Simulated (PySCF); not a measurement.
Isomers of BH8NSi2, mass 89.029 u with the commonest isotopes. Method used: PBE0-D3(BJ)/def2-SVP geometry optimisation, gas phase in PySCF 2.14.0. One conformer each, none proved a minimum here; rigid rotors.

Question: Order these by radius of gyration √(Σ m r²/M), smallest first.
A. `[BH2:1][SiH2:2][NH:3][SiH3:4]` with H–B1–Si2–N3 -176° and 5°, B1–Si2–N3–Si4 -38°
B. `BN([SiH3])[SiH3]`
C. `[NH2:1][SiH2:2][BH:3][SiH3:4]` with H–N1–Si2–B3 169° and -52°, N1–Si2–B3–Si4 4°
D. `[BH2:1][Si@@H:2]([NH2:3])[SiH3:4]` with H–B1–Si2–N3 -9° and 176°, B1–Si2–N3–H 172° and -48°

Answer: B (1.627 Å), D (1.697 Å), A (1.755 Å), C (1.848 Å).

Question: Order these by dipole moment, smallest first.
A. `[BH2:1][SiH2:2][NH:3][SiH3:4]` with H–B1–Si2–N3 -176° and 5°, B1–Si2–N3–Si4 -38°
B. `BN([SiH3])[SiH3]`
C. `[NH2:1][SiH2:2][BH:3][SiH3:4]` with H–N1–Si2–B3 169° and -52°, N1–Si2–B3–Si4 4°
D. `[BH2:1][Si@@H:2]([NH2:3])[SiH3:4]` with H–B1–Si2–N3 -9° and 176°, B1–Si2–N3–H 172° and -48°

Answer: A (0.63 D), B (0.95 D), C (1.10 D), D (1.64 D).

Question: Order these by rotational constant A, smallest first.
A. `BN([SiH3])[SiH3]`
B. `[BH2:1][SiH2:2][NH:3][SiH3:4]` with H–B1–Si2–N3 -176° and 5°, B1–Si2–N3–Si4 -38°
C. `[BH2:1][Si@@H:2]([NH2:3])[SiH3:4]` with H–B1–Si2–N3 -9° and 176°, B1–Si2–N3–H 172° and -48°
D. `[NH2:1][SiH2:2][BH:3][SiH3:4]` with H–N1–Si2–B3 169° and -52°, N1–Si2–B3–Si4 4°

Answer: C (5107 MHz), A (6475 MHz), D (7671 MHz), B (8048 MHz).

```json
{"SMILES": "N[SiH2]B[SiH3]", "point group": "–", "Ia (u·Å²)": "65.88", "Ib (u·Å²)": "244.42", "Ic (u·Å²)": "297.69", "κ": "-0.88", "μa (D)": "0.62", "μb (D)": "0.69", "μc (D)": "0.59"}
{"SMILES": "B[SiH2]N[SiH3]", "point group": "C1", "Ia (u·Å²)": "62.80", "Ib (u·Å²)": "219.11", "Ic (u·Å²)": "266.24", "κ": "-0.87", "μa (D)": "0.10", "μb (D)": "0.53", "μc (D)": "0.34"}
{"SMILES": "BN([SiH3])[SiH3]", "point group": "–", "Ia (u·Å²)": "78.05", "Ib (u·Å²)": "163.57", "Ic (u·Å²)": "229.87", "κ": "-0.58", "μa (D)": "0.00", "μb (D)": "0.95", "μc (D)": "0.00"}
{"SMILES": "B[Si@@H](N)[SiH3]", "point group": "C1", "Ia (u·Å²)": "98.96", "Ib (u·Å²)": "174.23", "Ic (u·Å²)": "239.65", "κ": "-0.47", "μa (D)": "1.25", "μb (D)": "1.04", "μc (D)": "0.21"}
```
